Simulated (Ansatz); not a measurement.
Species: HF3OSn, SMILES `[OH][Sn]([F])([F])[F]` (charge 0, multiplicity 1).

### Question
Give a relaxed geometry from Ansatz (a quantum-chemistry and plane-wave program) with B3LYP-D3(BJ)/def2-TZVP.

### Answer
the end point of this relaxation (outside a Z-matrix the atoms follow the SMILES, hydrogens last).
Z-matrix (Å, degrees):
```
Sn
F 1 1.8961
F 1 1.8965 2 105.99
F 1 1.9038 2 108.55 3 116.15
O 1 1.9338 2 111.47 3 -121.88
H 5 0.9659 1 112.41 2 -123.31
```
